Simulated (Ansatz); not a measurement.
Reactions of CH3F2Sc (`[CH3][Sc]([F])[F]`).

Isolated molecules relaxed with PBE0-D4/def2-TZVP in Ansatz; ΔE leaves out vibrations. CCSD(T)/CBS is the MP2 limit (def2-TZVPP, def2-QZVPP) plus CCSD(T) − MP2 in def2-TZVPP, frozen cores. This one scheme is used for every species. Functionals use def2-TZVPP. B3LYP here is the variant with VWN-RPA as its local correlation; programs differ in this. For Sc outer-core shells are correlated without core-valence functions, which leaves a few kJ/mol of doubt a bond. Scalar relativity is left out up to krypton. One conformer a species, not always the lowest.

```csv
reaction,CCSD(T)/CBS(def2) (kJ/mol)
`[CH3][Sc]([F])[F]` + H₂O → `[OH][Sc]([F])[F]` + CH₄,-195
`[CH3][Sc]([F])[F]` + H–F → `[F][Sc]([F])[F]` + CH₄,?
`[CH3][Sc]([F])[F]` + CH₄ → `[CH3][Sc]([CH3])[F]` + H–F,248
`[CH3][Sc]([F])[F]` + HCl → `[CH3][Sc]([F])[Cl]` + H–F,2
`[CH3][Sc]([F])[F]` + `O[SiH3]` → `[F][Sc]([F])[O][SiH3]` + CH₄,-225
`[CH3][Sc]([F])[F]` + HCl → `[F][Sc]([F])[Cl]` + CH₄,?
`[CH3][Sc]([F])[F]` + CH₃OH → `C[O][Sc]([F])[F]` + CH₄,-206
```

(1) Fill in the missing values. (Estimate.)

Largest T1 diagnostic: 0.017, for `[F][Sc]([F])[F]`.

## Answers

(1) Ansatz gave: `[CH3][Sc]([F])[F]` + H–F → `[F][Sc]([F])[F]` + CH₄: -239.7 kJ/mol; `[CH3][Sc]([F])[F]` + HCl → `[F][Sc]([F])[Cl]` + CH₄: -236.3 kJ/mol.
